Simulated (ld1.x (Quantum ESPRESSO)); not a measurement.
Building the PAW potential for Pd (LDA (PZ), scalar-relativistic).

palladium (Pd), PAW, made with ld1.x (Quantum ESPRESSO) 7.5 (LDA (PZ), scalar-relativistic). Core [Kr], reference 4d10 5s0 5p0. Waves: 5s (bound, empty): rcut 1.95, rcutus 2.45 bohr; 5s channel at 0.45 Ry: rcut 1.95, rcutus 2.45 bohr; 5p (bound, empty): rcut 2.90, rcutus 3.85 bohr; 5p channel at 0.75 Ry: rcut 2.90, rcutus 3.85 bohr; 4d (bound): rcut 1.90, rcutus 2.15 bohr; 4d channel at 4.25 Ry: rcut 1.90, rcutus 2.15 bohr. Local part: all-electron potential smoothed inside 1.80 bohr (lloc = -1). Core correction: Bessel-smoothed model core inside 1.55 bohr. Augmentation charge: PSQ, inside the norm-conserving radii.

All-electron outer shells of the reference configuration (LDA (PZ), scalar-relativistic, ld1.x):

```csv
shell,level (eV),outermost node (bohr),outermost maximum (bohr)
4s,-85.44,0.45,0.85
4p,-51.36,0.46,0.91
4d,-4.31,0.45,1.10
5s,-3.62,1.15,2.64
5p,-0.36,1.31,4.09
```

Question: Estimate the cutoffs (Ry, on a coarse ladder) from which the occupation-weighted sum of valence levels, in a spherical-Bessel basis at the reference potential, stays within 10 and 1 mRy of its value at 400 Ry.

Answer: 25 Ry and 40 Ry.

Question: What does a ghost test show?

Answer: Ghost state, extra bound levels that the all-electron valence spectrum of the same l lacks: s at -13.1 eV. A true bound ghost makes a file unfit for plane-wave use.

Question: Is the overlap operator S = 1 + Σ q|β⟩⟨β| positive definite (Bessel basis up to 400 Ry)?

Answer: Yes: its lowest eigenvalue is 0.37 (s channel).

Question: Tests: 4d9 5s0 5p0; 4d8 5s0 5p0; 4d7 5s0 5p0; 4d8 5s1 5p0; 4d9 5s0 5p1; 4d9.5 5s0 5p0; 4d9 5s1 5p0. Which has the largest error in its energy relative to the reference configuration, and how large is it?

Answer: 4d7 5s0 5p0, with -498 meV (all-electron minus pseudo) on +65.06 eV.
